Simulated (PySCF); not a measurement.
2-fluorobenzonitrile, C₇H₄FN.
Cartesian coordinates in Å at the GFN2-xTB level; atoms count from 1:
```xyz
13
C7H4FN angstrom
N      3.5775    0.4990   -0.2018
C      2.4461    0.3332   -0.1372
C      1.0453    0.1501   -0.0583
C      0.1939    1.2556   -0.0072
C     -1.1735    1.0762    0.0696
C     -1.7119   -0.2019    0.0952
C     -0.8843   -1.3107    0.0432
C      0.4834   -1.1275   -0.0323
F      1.2828   -2.2051   -0.0831
H      0.6218    2.2467   -0.0288
H     -1.8241    1.9360    0.1083
H     -2.7809   -0.3373    0.1547
H     -1.2804   -2.3137    0.0598
```

Closed-shell single points with PySCF (density fitting; grid level 2 and gas phase unless stated) on one GFN2-xTB geometry.

Question: Rank these settings by the HOMO energy, lowest first.
A. KT3/aug-cc-pVDZ, start guess sap, fitting basis def2-universal-jkfit
B. wB97X/Sadlej pVTZ
C. PBE0/pcSseg-1
D. X3LYP/pcseg-1, energy threshold 1e-06 Eh

Answer: B (-10.03 eV), C (-7.95 eV), D (-7.75 eV), A (-6.85 eV).

Question: Rank these settings by the HOMO–LUMO gap, lowest first.
A. KT3/aug-cc-pVDZ, start guess sap, fitting basis def2-universal-jkfit
B. wB97X/Sadlej pVTZ
C. PBE0/pcSseg-1
D. X3LYP/pcseg-1, energy threshold 1e-06 Eh

Answer: A (4.25 eV), D (5.87 eV), C (6.13 eV), B (10.21 eV).

All figures of these runs:

```tsv
settings	basis functions	SCF cycles	E (Eh)	HOMO (eV)	LUMO (eV)	dipole (D)
X3LYP/pcseg-1, energy threshold 1e-06 Eh	146	8	-423.4707	-7.75	-1.88	5.29
PBE0/pcSseg-1	173	14	-423.2012	-7.95	-1.82	5.32
wB97X/Sadlej pVTZ	252	15	-423.7019	-10.03	0.18	5.44
KT3/aug-cc-pVDZ, start guess sap, fitting basis def2-universal-jkfit	243	24	-430.2297	-6.85	-2.60	5.21
```

Cycle counts include a coarse-grid stage where the run had one. KT3 was designed for NMR shieldings or shifts; total energies of different functionals aren't comparable.
